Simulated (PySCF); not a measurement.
Compound: C4H4Cl2O.
Numbering: `[CH3:1][C:2](=[C:3]=[O:4])[CH:5]([Cl:6])[Cl:7]` (hydrogens: H8, H9, H10 on C1; H11 on C5)

Structure used (PBE0-D3(BJ)/def2-SVP), in Å, numbered top down from 1:
```xyz
11
C4H4Cl2O angstrom
C     -0.8000   -0.8998    0.0420
C     -0.0746    0.4169    0.0142
C     -0.7185    1.5704   -0.0603
O     -1.2845    2.5812   -0.1270
C      1.4089    0.4658    0.0615
Cl     2.0402   -0.2736    1.5707
Cl     2.1361   -0.3751   -1.3481
H     -1.8890   -0.7657    0.0093
H     -0.5434   -1.4472    0.9622
H     -0.4971   -1.5116   -0.8219
H      1.7959    1.4906    0.0385
```

Level of theory: core-valence-separated Tamm–Dancoff BHandHLYP/aug-pcX-1 (pcseg-1 on H, def2-SVPD on Cl) in PySCF, non-relativistic, gas phase, PBE0-D3(BJ)/def2-SVP geometry.

Computed oxygen K-edge spectrum, Gaussian lines of 0.5 eV full width, highest printed point 100; it ends one width below the last computed root. No empirical shift is added; at this level the pattern usually sits a few eV under experiment.

photon energy (eV), absorption and a bar:
```
    529.6          5 ##
    529.8         33 ##########
    530.0         90 ###########################
    530.2        100 ##############################
    530.4         46 ##############
    530.6          9 ###
    530.8          1 
    531.0          0 
    531.2          0 
    531.4          0 
    531.6          0 
    531.8          0 
    532.0          0 
    532.2          0 
    532.4          0 
    532.6          0 
    532.8          0 
    533.0          0 
    533.2          0 
    533.4          1 
    533.6          7 ##
    533.8         33 ##########
    534.0         64 ###################
    534.2         51 ###############
    534.4         17 #####
    534.6          2 #
    534.8          2 
    535.0          4 #
    535.2          5 #
    535.4          2 #
    535.6          0 
    535.8          0 
    536.0          0 
    536.2          0 
    536.4          0 
    536.6          1 
    536.8          4 #
    537.0         10 ###
```

Assign the maxima to core holes.

3 maxima:
- 530.1 eV: O4 (oxygen bonded to C), 530.12 eV, f = 0.049, 100 % of the height at the exact maximum
- 534.0 eV: O4 (oxygen bonded to C), 534.05 eV, f = 0.030, 100 % of the height at the exact maximum
- 535.1 eV: O4 (oxygen bonded to C), 535.13 eV, f = 0.002, 100 % of the height at the exact maximum

Roots within 0.03 eV on the same or equivalent atoms count as one line; shares under 12 % aren't listed.

Vibrational structure and lifetime widths aren't in the curve. The ionisation threshold wasn't computed; near and above it a finite basis only mimics Rydberg series and continuum.

On Arm Neoverse V1, one thread, shared host, this took 21 s of wall time.

One conformer stands for the species.
